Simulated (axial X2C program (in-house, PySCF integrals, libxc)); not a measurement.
What spin–orbit coupling does to BBr⁺

Calculated with an axial X2C code built on PySCF integrals. Spin-free means the one-electron spin-free X2C Hamiltonian; two-component (2c) means X2C with spin–orbit coupling and atomic mean-field two-electron Coulomb and Gaunt terms, so the difference of the two also holds small scalar two-electron terms. Basis: Br dyall-cv3z [8s9p6d4f1g], B dyall-v3z [7s6p2d1f] (cores contracted in-house); Gaussian nuclei, density fitting, unrestricted open shells. Masses: Br 78.918 u, B 11.009 u.

Spin-free state: M_S = 1/2, Λ = 0 (beyond evenly filled blocks: σα); fragments Br + B+.

```csv
level,Re (Å),ωe (cm⁻¹),De (eV),μ (D)
PBE0,1.745,950.0,3.767,3.16
HF,1.746,961.0,2.525,3.78
MP2,1.743,982.3,3.441,n/a
CCSD,1.749,946.8,2.804,n/a
CCSD(T),1.754,938.9,3.011,n/a
PBEsol,1.753,928.8,4.256,2.99
```

Correlated methods: 9 electrons correlated (number of frozen shells: Br 3 s, 2 p, 1 d; B 1 s), 191 virtual spin orbitals or spinors in MP2, 90 natural virtuals in coupled cluster.

Dipoles are positive if B is the positive end and refer to the centre of mass.

Two-component determinant lowest at the distance of the search:

Ω = 1/2 (⟨Sz⟩ = 0.50, ⟨Lz⟩ = 0.00 at HF); fragments Br + B+.

```tsv
level	Re (Å)	ωe (cm⁻¹)	De (eV)	μ (D)
PBE0	1.746	947.6	3.667	3.15
HF	1.746	958.5	2.367	3.78
MP2	1.744	980.3	3.302	n/a
CCSD	1.750	944.1	2.664	n/a
CCSD(T)	1.755	936.5	2.873	n/a
PBEsol	1.753	926.4	4.130	2.99
```

Question: From the two tables, how do the constants change at the CCSD(T) level (2c against spin-free)?

Answer: At the CCSD(T) level Re increases by 0.001 Å and ωe falls by 2.4 cm⁻¹; De changes by -0.138 eV.

The state is a single determinant with fixed occupations, the lowest that a limited PBE0 search found. De is counted from the lowest determinant-based energies of the atoms at the same level, without counterpoise correction. Density functionals use the spin component along the axis (collinear). CCSD and (T) use frozen natural virtuals with an MP2 correction for the truncation; (T) itself is uncorrected, so its De runs slightly low. The functionals have no current-density term, which raises determinants with orbital currents, atoms included.
